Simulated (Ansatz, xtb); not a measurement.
Relative energy of two isomers of C3H7ClGeSi

Structure I: `CC#[C][Ge@H]([SiH3])[Cl]`, a singlet. Structure II: `CC#C[SiH2][GeH2][Cl]`, a singlet. Both are isolated molecules in the gas phase, relaxed with PBE-D3(BJ)/def2-SVP; each stands in its lowest conformer found.

Quicker runs give these differences E(II) − E(I): GFN2-xTB +1.6 kJ/mol; HF/STO-3G +5.7 kJ/mol (at GFN2-xTB geometries); r2SCAN-D4/def2-SVP −17.8 kJ/mol (at GFN2-xTB geometries).

**Question.** Estimate E(II) − E(I) at the level CCSD(T)/def2-SVP + ΔMP2/def2-TZVPP.

**Answer.** Calculated at CCSD(T)/def2-SVP + ΔMP2/def2-TZVPP: E(II) − E(I) = −12.6 kJ/mol, so structure II lies lower.

The same difference at several levels:

```
                             level             geometry  E(II) − E(I) (kJ/mol)  departure from the last row (kJ/mol)  job, with rough time for the two
                          GFN2-xTB             GFN2-xTB                    +1.6                                 +14.2              optimisation, 0.19 s
                         HF/STO-3G             GFN2-xTB                    +5.7                                 +18.3              single point, 0.54 s
                r2SCAN-D4/def2-SVP             GFN2-xTB                   −17.8                                  −5.2               single point, 4.4 s
               PBE-D3(BJ)/def2-SVP  PBE-D3(BJ)/def2-SVP                   −17.6                                  −5.0                optimisation, 32 s
                       HF/def2-SVP  PBE-D3(BJ)/def2-SVP                   −17.2                                  −4.5           part of the CCSD(T) run
                      MP2/def2-SVP  PBE-D3(BJ)/def2-SVP                   −11.9                                  +0.8           part of the CCSD(T) run
                  CCSD(T)/def2-SVP  PBE-D3(BJ)/def2-SVP                   −12.4                                  +0.3                      single point
CCSD(T)/def2-SVP + ΔMP2/def2-TZVPP  PBE-D3(BJ)/def2-SVP                   −12.6                                                      single point, 69 s
```

As drawn, II has 1 C–Si, 1 Ge–H in place of 1 C–Ge, 1 Si–H.

HF/STO-3G puts the two in the other order. GFN2-xTB finds them nearly level. The largest departure from CCSD(T)/def2-SVP + ΔMP2/def2-TZVPP is that of HF/STO-3G, 18.3 kJ/mol. A small imaginary or near-zero mode remains, so no thermal terms are given. The last row adds to CCSD(T) the change of the MP2 difference between the two basis sets, here −0.3 kJ/mol.

The correlated steps freeze 22 core orbitals; the filled d shell of Ge is correlated, in a basis made for valence electrons. Programs: Ansatz 0.2.0, xtb 6.7.1; the last row on 4 threads of Arm Neoverse V1 on a shared host.
